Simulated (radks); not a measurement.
The numbers below are computed, except where a source is named.
Problem. Neutral platinum: order these configurations by energy. Level of theory: Dirac Kohn-Sham, relativistic LDA (MacDonald-Vosko exchange, VWN5 correlation), spin-unpolarised, spherical densities, finite nucleus; Fermi nuclear charge, rms radius of each element as measured or else 0.836 A^(1/3) + 0.57 fm (a radial shooting solver on a logarithmic mesh with Libxc functionals). Sub-shells are occupied by j as written (lower j first in brackets). [Xe] 4f14 5d(3/2: 4, 5/2: 4) 6s1 6p(1/2: 1, 3/2: 0); [Xe] 4f14 5d(3/2: 4, 5/2: 4) 6s2; [Xe] 4f14 5d(3/2: 4, 5/2: 5) 6p(1/2: 1, 3/2: 0); [Xe] 4f14 5d(3/2: 4, 5/2: 5) 6s1; [Xe] 4f14 5d10.

Solution. From the lowest, in eV above it: [Xe] 4f14 5d(3/2: 4, 5/2: 5) 6s1 0.000; [Xe] 4f14 5d(3/2: 4, 5/2: 4) 6s2 0.431; [Xe] 4f14 5d10 0.492; [Xe] 4f14 5d(3/2: 4, 5/2: 5) 6p(1/2: 1, 3/2: 0) 4.659; [Xe] 4f14 5d(3/2: 4, 5/2: 4) 6s1 6p(1/2: 1, 3/2: 0) 5.469.
